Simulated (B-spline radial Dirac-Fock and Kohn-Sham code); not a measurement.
Binding energies of Cs⁷⁺ at several levels of theory

System: Cs⁷⁺, 1s2 2s2 2p6 3s2 3p6 3d10 4s2 4p6 4d10 5s2.

The density-functional columns are spherical, spin-unpolarised Dirac-Kohn-Sham results without Breit or QED terms: −ε is minus the orbital energy of the initial state and ΔSCF the difference of two total energies. The reference in the last column comes from ΔSCF Dirac-Fock with Breit, self-energy and vacuum polarisation, finite nucleus, configuration average. All numbers are from an atomic code on a B-spline grid, in eV; a selection of levels is shown. For the 1s level of heavy atoms much of the gap between ΔSCF and the reference is the Breit and QED part, -131.1 eV here; for other levels the error of the functional can be larger.

```
level   PBE −ε  PBE ΔSCF   LDA −ε  LDA ΔSCF  Dirac-Fock
   1s  35861.4   36245.4  35823.1   36206.0     36086.0
   2s   5700.3    5772.7   5695.5    5768.2      5823.2
2p1/2   5368.4    5458.1   5366.6    5456.4      5462.5
2p3/2   5016.0    5099.5   5014.8    5098.3      5114.6
   3s   1256.8    1283.9   1255.5    1282.7      1321.0
3p1/2   1118.1    1146.1   1117.7    1145.9      1170.3
3p3/2   1050.5    1077.6   1050.3    1077.4      1102.2
3d3/2    806.8     836.8    807.2     837.2       840.7
3d5/2    792.5     822.1    792.9     822.5       826.7
   4s    309.1     323.0    308.7     322.6       338.8
4p1/2    259.1     272.7    259.0     272.6       282.4
4p3/2    245.2     258.5    245.0     258.3       268.4
4d3/2    163.7     176.1    163.9     176.3       175.3
4d5/2    161.4     173.7    161.5     173.8       172.9
   5s    104.6     111.8    105.3     112.5       108.3
```

Problem. Order the estimates of the K (1s) level by their distance from the Dirac-Fock value, nearest first.
A. LDA ΔSCF
B. PBE −ε
C. LDA −ε
D. PBE ΔSCF

Solution. A (120.0 eV), D (159.4 eV), B (224.6 eV), C (262.9 eV).

For the outermost level NIST gives 110.1 ± 0.6 eV (semi-empirical); the differences from it are PBE −ε -5.45, PBE ΔSCF +1.71, LDA −ε -4.81, LDA ΔSCF +2.36, Dirac-Fock -1.76 eV.

Values without a named source are computed, but for edge energies of neutral atoms, which are taken from tables.
